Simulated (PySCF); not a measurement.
C2H3BClNO2. Atoms are numbered in the order given.

```xyz
10

B      0.1414     0.5145     0.0000
Cl     1.9120     0.5947     0.0000
N     -0.5196    -0.7551     0.0000
C     -0.4597    -1.9621     0.0000
O     -0.4917    -3.1302     0.0000
O     -0.5317     1.6733     0.0000
C     -1.9468     1.7674     0.0000
H     -2.2629     2.3261     0.8935
H     -2.2629     2.3261    -0.8935
H     -2.4220     0.7743     0.0000
```

Geometry optimised at r2SCAN-D4/def2-SVP. This is a generated structure with no PubChem entry under its InChIKey; it may be hypothetical. One conformer was computed; it need not be the lowest.

Method: B3LYP/pcSseg-1 run with PySCF.

GIAO shieldings, no solvent; atoms alike by connectivity are averaged. δ = σ(ref) − σ: ¹¹B against BF3 (σ = 86.3 ppm); ³⁵Cl against HCl (σ = 933.3 ppm); ¹⁵N against NH3 (σ = 265.5 ppm); ¹³C against TMS (σ = 181.3 ppm); ¹⁷O against H2O (σ = 333.8 ppm); ¹H against TMS (σ = 31.68 ppm), references at their B3LYP-D3(BJ)/def2-TZVP geometries, non-relativistic (without spin–orbit terms, shifts of atoms bonded to Cl or Br come out too high).

Estimate the chemical shifts. (Estimate from the structure and the level; the computed values follow.)


```csv
nucleus,atoms,count,δ (ppm)
¹¹B,B1,1,11.8
³⁵Cl,Cl2,1,131.3
¹⁵N,N3,1,73.7
¹³C,C4,1,134.6
¹³C,C7,1,59.9
¹⁷O,O5,1,177.8
¹⁷O,O6,1,145.0
¹H,"H8, H9, H10",3,4.24
```
